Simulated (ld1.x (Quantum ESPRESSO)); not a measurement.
Reading a pseudo-wave (H)

Columns: radius, all-electron u(r) and pseudo u(r) of the 1s shell (level -12.34 eV) of hydrogen in the configuration 1s0.5; LDA (PZ), scalar-relativistic, PAW scheme, ld1.x (Quantum ESPRESSO) 7.5.

| r (bohr) | all-electron | pseudo |
| --- | --- | --- |
| 0.062 | 0.1210 | 0.0895 |
| 0.125 | 0.2289 | 0.1787 |
| 0.188 | 0.3230 | 0.2646 |
| 0.250 | 0.4033 | 0.3444 |
| 0.312 | 0.4725 | 0.4183 |
| 0.375 | 0.5326 | 0.4862 |
| 0.438 | 0.5833 | 0.5462 |
| 0.500 | 0.6249 | 0.5972 |
| 0.562 | 0.6591 | 0.6400 |
| 0.625 | 0.6871 | 0.6752 |
| 0.688 | 0.7090 | 0.7026 |
| 0.750 | 0.7252 | 0.7225 |
| 0.812 | 0.7366 | 0.7361 |
| 0.875 | 0.7440 | 0.7445 |
| 0.938 | 0.7475 | 0.7482 |
| 1.000 | 0.7476 | 0.7481 |
| 1.062 | 0.7448 | 0.7451 |
| 1.125 | 0.7394 | 0.7395 |
| 1.188 | 0.7317 | 0.7317 |
| 1.250 | 0.7223 | 0.7223 |
| 1.312 | 0.7111 | 0.7111 |
| 1.375 | 0.6984 | 0.6984 |
| 1.438 | 0.6845 | 0.6845 |
| 1.500 | 0.6697 | 0.6697 |
| 1.562 | 0.6542 | 0.6542 |
| 1.625 | 0.6377 | 0.6377 |

(1) How many radial nodes do the two functions have?

(2) At about which radius was the pseudo-wave matched?

(3) Is the pseudo-wave norm-conserving?

Answers

(1) The all-electron 1s function has n − l − 1 = 0; the pseudo-wave has 0.

(2) 1.20 bohr. The columns agree to 0.0005 from 1.00 bohr on; several derivatives are matched, so the curves merge somewhat inside the radius.

(3) No, it belongs to a PAW set: the norm inside the radius is not constrained, and the difference is carried by the augmentation charge.
